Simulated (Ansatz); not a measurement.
Ideal-gas functions of F2H3NbO3, SMILES `[OH][Nb]([OH])([OH])([F])[F]` at 800 K and 1 bar, from an Ansatz frequency run at PBE0-D4/def2-TZVP.

Molar mass 181.92 g/mol, point group C1 (symmetry number 1), electronic degeneracy 1, moments of inertia 194.262, 220.331, 234.819 u Å². Harmonic wavenumbers (cm⁻¹, unscaled): 75, 110, 194, 203, 228, 234, 268, 307, 403, 465, 507, 515, 612, 686, 698, 749, 758, 799, 3861, 3911, 3948.

Use S(trans) = R[1.5 ln M + 2.5 ln T − 1.1517]; rotational temperatures θ = 24.2544 K / I; S(rot) = R[ln(√π/σ · √(T³/θAθBθC)) + 1.5]; for each mode x = 1.438777 ν̃/T, S = R[x/(eˣ − 1) − ln(1 − e⁻ˣ)] and H = RT x/(eˣ − 1); 1 cm⁻¹ = 0.0119627 kJ/mol; R = 8.31446 J/(mol·K).

Q: By hand: the entropy, in J/(mol·K).

A: Translation 194.3. Rotation: θ = 0.1249, 0.1101, 0.1033 K, giving 127.9. Vibration, mode by mode: 24.98, 21.80, 17.11, 16.74, 15.78, 15.57, 14.46, 13.36, 11.17, 10.04, 9.36, 9.24, 7.92, 7.08, 6.95, 6.44, 6.35, 5.98, 0.06, 0.06, 0.06, in all 220.5. Electronic 0.0. Sum 542.7 J/(mol·K).

Q: By hand: H − E and G − E in kJ/mol, counted from the electronic energy.

A: Zero-point energy ½ × 19531 × 0.0119627 = 116.8; thermal vibration 80.8; translation, rotation and pV give 4 RT = 26.6. H − E = 224.2 kJ/mol, and G − E = 224.2 − 800 × 542.7/1000 = -210.0 kJ/mol.

Vibration gives 41 % of the entropy, 46.8 J/(mol·K) of it from the modes under 150 cm⁻¹: soft modes count most, and the harmonic formula is weakest for them. The sum counts one conformer and one mirror image; others add a mixing term.
